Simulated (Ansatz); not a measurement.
Mean bond length (Å) of eight silicon and germanium compounds: PBE-D3(BJ) beside PBE0-D3(BJ), computed with Ansatz (an electronic-structure program) for isolated molecules in the bases named; differences from unrounded values. The eight are the first of their class met in an unordered collection, after screening for sound electronic states; none was chosen by its value. Each level has its own optimised geometry.

| molecule | basis | PBE0-D3(BJ) | PBE-D3(BJ) | difference |
|---|---|---|---|---|
| Si(Br)2(Me)(NH2) (CH₅Br₂NSi), SMILES C[Si](N)(Br)Br | def2-SVP | 1.486 | 1.498 | 0.013 |
| CH6GeO2Si, SMILES [O]1[SiH2][O][GeH]1[CH3] | def2-SVP | 1.606 | 1.621 | 0.015 |
| CH₅FOSi₂, SMILES F[Si@H]1CO[SiH2]1 | def2-SVP | 1.570 | 1.584 | 0.013 |
| CH₇ClOSi₂, SMILES [SiH3]CO[SiH2]Cl | def2-SVP | 1.518 | 1.530 | 0.012 |
| C3H10OSi2, SMILES C[Si@H]1CO[C@H]1[SiH3] | def2-SVP | 1.441 | ___ | ___ |
| C4H10OSi, SMILES C1C([SiH2]C)CO1 | def2-SVP | 1.345 | ___ | ___ |
| C₂H₃ClN₂Si, SMILES [SiH]1(Cl)N=CC=N1 | def2-SVP | 1.486 | ___ | ___ |
| Si(F)2(H)(NHMe) (CH5F2NSi), SMILES CN[SiH](F)F | def2-SVP | 1.352 | 1.364 | 0.011 |

Question: Some entries are withheld; supply them. (Estimate from the structure and the level; the computed values follow.)

Answer: 
- C3H10OSi2, SMILES C[Si@H]1CO[C@H]1[SiH3], PBE-D3(BJ): 1.453
- C3H10OSi2, SMILES C[Si@H]1CO[C@H]1[SiH3], difference: 0.011
- C₂H₃ClN₂Si, SMILES [SiH]1(Cl)N=CC=N1, PBE-D3(BJ): 1.500
- C₂H₃ClN₂Si, SMILES [SiH]1(Cl)N=CC=N1, difference: 0.014
- C4H10OSi, SMILES C1C([SiH2]C)CO1, PBE-D3(BJ): 1.355
- C4H10OSi, SMILES C1C([SiH2]C)CO1, difference: 0.010

PBE-D3(BJ) lies below PBE0-D3(BJ) in 0 and above it in 8 of the eight; the mean signed difference is 0.012 and the largest 0.015 Å.
